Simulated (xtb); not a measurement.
C4H12Ge (SMILES CC(C)[CH2][GeH3]), singlet, from a rough starting geometry; xtb with GFN2-xTB.

xtb was given this input:
```
$ xtb mol.xyz --gfn 2 --opt vtight --json

# file mol.xyz
17

Ge     1.81115968     0.88979937    -0.06856363
C      0.53550665    -0.14633258     1.02439530
C     -0.77743401    -0.38170209     0.34662968
C     -0.62466605    -1.52296140    -0.67744910
C     -1.38357560     0.83845846    -0.20264636
H      3.12794785     0.93575976     0.70664434
H      2.13430213     0.36610225    -1.32976129
H      1.44480196     2.32224828    -0.19194348
H      0.39399174     0.46475426     1.91761983
H      1.04397500    -1.04281335     1.35256791
H     -1.48465037    -0.84596764     1.19558076
H      0.12078043    -1.19678822    -1.44293280
H     -1.57399872    -1.71059385    -1.18026809
H     -0.23491175    -2.44485559    -0.25711336
H     -0.83856707     1.11096612    -1.10939948
H     -1.43005592     1.62335152     0.52474223
H     -2.44099494     0.61962583    -0.60151704
```

The log (banner, timings and long lists left out):

```
   ID    Z sym.   atoms
    1   32 Ge     1
    2    6 C      2-5
    3    1 H      6-17

           -------------------------------------------------
          |                Calculation Setup                |
           -------------------------------------------------

           -------------------------------------------------
          |                 G F N 2 - x T B                 |
           -------------------------------------------------

          ...................................................
          :                      SETUP                      :
          :.................................................:
          :  # basis functions                  38          :
          :  # atomic orbitals                  37          :
          :  # shells                           23          :
          :  # electrons                        32          :
          :  max. iterations                   250          :
          :  Hamiltonian                  GFN2-xTB          :
          :  restarted?                      false          :
          :  GBSA solvation                  false          :
          :  PC potential                    false          :
          :  electronic temp.          300.0000000     K    :
          :  accuracy                    1.0000000          :
          :  -> integral cutoff          0.2500000E+02      :
          :  -> integral neglect         0.1000000E-07      :
          :  -> SCF convergence          0.1000000E-05 Eh   :
          :  -> wf. convergence          0.1000000E-03 e    :
          :  Broyden damping             0.4000000          :
          :  net charge                          0          :
          :  unpaired electrons                  0          :
          ...................................................

 iter      E             dE          RMSdq      gap      omega  full diag
   1    -16.7196696 -0.167197E+02  0.264E+00    7.05       0.0  T
   2    -16.7730604 -0.533908E-01  0.409E+00    8.20       1.0  T
   3    -16.7958596 -0.227991E-01  0.294E+00    7.95       1.0  T
   4    -16.7921865  0.367302E-02  0.172E+00    7.99       1.0  T
   5    -16.8035189 -0.113324E-01  0.163E-01    7.69       1.0  T
   6    -16.8035381 -0.192301E-04  0.100E-01    7.68       1.0  T
   7    -16.8035393 -0.121190E-05  0.111E-02    7.68       2.2  T
   8    -16.8035397 -0.386447E-06  0.458E-03    7.68       5.3  T
   9    -16.8035397 -0.111443E-07  0.167E-03    7.68      14.5  T
  10    -16.8035397 -0.108646E-08  0.746E-04    7.68      32.5  T
  11    -16.8035397 -0.108722E-08  0.146E-04    7.68     165.8  T

   *** convergence criteria satisfied after 11 iterations ***

         :::::::::::::::::::::::::::::::::::::::::::::::::::::
         ::                     SUMMARY                     ::
         :::::::::::::::::::::::::::::::::::::::::::::::::::::
         :: total energy             -16.584165260454 Eh    ::
         :: gradient norm              0.128410114534 Eh/a0 ::
         :: HOMO-LUMO gap              7.680084524222 eV    ::
         ::.................................................::
         :: SCC energy               -16.803506924298 Eh    ::
         :: -> isotropic ES            0.001539428950 Eh    ::
         :: -> anisotropic ES          0.004358687404 Eh    ::
         :: -> anisotropic XC          0.009574747887 Eh    ::
         :: -> dispersion             -0.010649863691 Eh    ::
         :: repulsion energy           0.219341663844 Eh    ::
         :: add. restraining           0.000000000000 Eh    ::
         :: total charge              -0.000000000000 e     ::
         :::::::::::::::::::::::::::::::::::::::::::::::::::::

      -----------------------------------------------------------
     |                   =====================                   |
     |                        A N C O P T                        |
     |                   =====================                   |
[...]
 * total energy  :   -16.6000708 Eh     change       -0.2826864E-06 Eh
 * total energy  :   -16.6000710 Eh     change       -0.2338494E-06 Eh
 * total energy  :   -16.6000712 Eh     change       -0.1885466E-06 Eh
 * total energy  :   -16.6000714 Eh     change       -0.1614421E-06 Eh
 * total energy  :   -16.6000716 Eh     change       -0.1555552E-06 Eh
 * total energy  :   -16.6000717 Eh     change       -0.1597357E-06 Eh
 * total energy  :   -16.6000719 Eh     change       -0.1623064E-06 Eh
 * total energy  :   -16.6000720 Eh     change       -0.1550824E-06 Eh
 * total energy  :   -16.6000722 Eh     change       -0.1387447E-06 Eh
 * total energy  :   -16.6000723 Eh     change       -0.1215033E-06 Eh
 * total energy  :   -16.6000724 Eh     change       -0.1072761E-06 Eh
 * total energy  :   -16.6000725 Eh     change       -0.9824593E-07 Eh
   *** GEOMETRY OPTIMIZATION CONVERGED AFTER 41 ITERATIONS ***
         :: total energy             -16.600072498306 Eh    ::
[...]
       ...                                ...                  ...
        37                          1.2985438              35.3352
      -------------------------------------------------------------
                  HL-Gap            0.2947418 Eh            8.0203 eV
             Fermi-level           -0.2575236 Eh           -7.0076 eV

     #   Z          covCN         q      C6AA      α(0)
     1  32 Ge       3.710     0.093   169.992    23.409
     2   6 C        3.715    -0.092    22.380     6.759
     3   6 C        3.857    -0.006    20.647     6.462
     4   6 C        3.756    -0.105    22.555     6.771
     5   6 C        3.756    -0.105    22.553     6.771
     6   1 H        0.939    -0.036     3.754     3.029
     7   1 H        0.939    -0.030     3.626     2.977
     8   1 H        0.939    -0.030     3.625     2.977
     9   1 H        0.924     0.031     2.574     2.509
    10   1 H        0.924     0.031     2.566     2.505
    11   1 H        0.923     0.022     2.706     2.573
    12   1 H        0.925     0.043     2.415     2.430
    13   1 H        0.925     0.034     2.525     2.485
    14   1 H        0.925     0.033     2.550     2.497
    15   1 H        0.924     0.045     2.378     2.412
    16   1 H        0.925     0.035     2.521     2.483
    17   1 H        0.925     0.035     2.518     2.481

 Mol. C6AA /au·bohr⁶  :       2667.995106
 Mol. C8AA /au·bohr⁸  :      86605.931473
 Mol. α(0) /au        :         81.530066

Wiberg/Mayer (AO) data.
largest (>0.10) Wiberg bond orders for each atom

 ---------------------------------------------------------------------------
     #   Z sym  total        # sym  WBO       # sym  WBO       # sym  WBO
 ---------------------------------------------------------------------------
     1  32 Ge   3.602 --     2 C    0.895     6 H    0.871     8 H    0.867
                             7 H    0.865
     2   6 C    3.991 --     3 C    1.005    10 H    0.964     9 H    0.963
                             1 Ge   0.895
     3   6 C    3.997 --     5 C    1.013     4 C    1.012     2 C    1.005
                            11 H    0.966
     4   6 C    3.997 --     3 C    1.012    14 H    0.986    13 H    0.986
                            12 H    0.976
     5   6 C    3.997 --     3 C    1.013    17 H    0.986    16 H    0.985
                            15 H    0.972
     6   1 H    0.999 --     1 Ge   0.871
     7   1 H    0.999 --     1 Ge   0.865
     8   1 H    0.999 --     1 Ge   0.867
     9   1 H    0.999 --     2 C    0.963
    10   1 H    0.999 --     2 C    0.964
    11   1 H    1.000 --     3 C    0.966
    12   1 H    0.998 --     4 C    0.976
    13   1 H    0.999 --     4 C    0.986
    14   1 H    0.999 --     4 C    0.986
    15   1 H    0.998 --     5 C    0.972
    16   1 H    0.999 --     5 C    0.985
    17   1 H    0.999 --     5 C    0.986
 ---------------------------------------------------------------------------

Topologies differ in total number of bonds
Writing topology from bond orders to xtbtopo.mol

molecular dipole:
                 x           y           z       tot (Debye)
 q only:       -0.190      -0.064      -0.026
   full:       -0.412      -0.242       0.193       1.310
molecular quadrupole (traceless):
                xx          xy          yy          xz          yz          zz
 q only:       -0.715      -0.613       0.244       0.197       0.064       0.471
  q+dip:       -1.973      -1.934       0.256       0.962       0.357       1.717
   full:       -1.817      -1.645       0.273       0.732       0.226       1.544

optimized geometry written to: xtbopt.xyz

           -------------------------------------------------
          | TOTAL ENERGY              -16.600072498306 Eh   |
          | GRADIENT NORM               0.000026730002 Eh/α |
          | HOMO-LUMO GAP               8.020332633989 eV   |
           -------------------------------------------------

normal termination of xtb
```
